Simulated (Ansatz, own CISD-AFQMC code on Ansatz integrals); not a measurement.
CH8Si2, SMILES `[SiH3]C[SiH3]` (charge 0, multiplicity 1).

Z-matrix (Å, degrees):
```
C
H 1 1.0951
H 1 1.0951 2 107.02
Si 1 1.8720 2 108.83 3 -117.46
H 4 1.4874 1 110.12 2 -62.09
H 4 1.4874 5 108.42 1 120.54
H 4 1.4879 5 108.49 6 117.64
Si 1 1.8720 2 108.83 3 117.46
H 8 1.4874 1 110.12 2 -178.40
H 8 1.4874 9 108.42 1 120.54
H 8 1.4879 9 108.49 10 117.64
```
Charge 0, multiplicity 1.

Frozen-core correlation energies in cc-pVDZ at a geometry from PBE0-D3(BJ)/def2-TZVP, on an HF energy of -620.38467 Ha (<S^2> = 0.00). Wave-function levels are from Ansatz, the walk from an own CISD-AFQMC code on Ansatz integrals (time step 0.005/Ha, trial state from CCSD amplitudes, largest double 0.03).

| level | correlation energy (mHa) |
|---|---|
| MP2 | -359.1 |
| CCSD | -420.6 |
| CCSD(T) | -431.2 |

Question: What correlation energy does phaseless AFQMC give, and where does it lie among these levels?

Answer: -433.3 ± 0.3 mHa (one standard error). AFQMC minus each level: MP2 -74.2 mHa, CCSD -12.7 mHa, CCSD(T) -2.0 mHa.
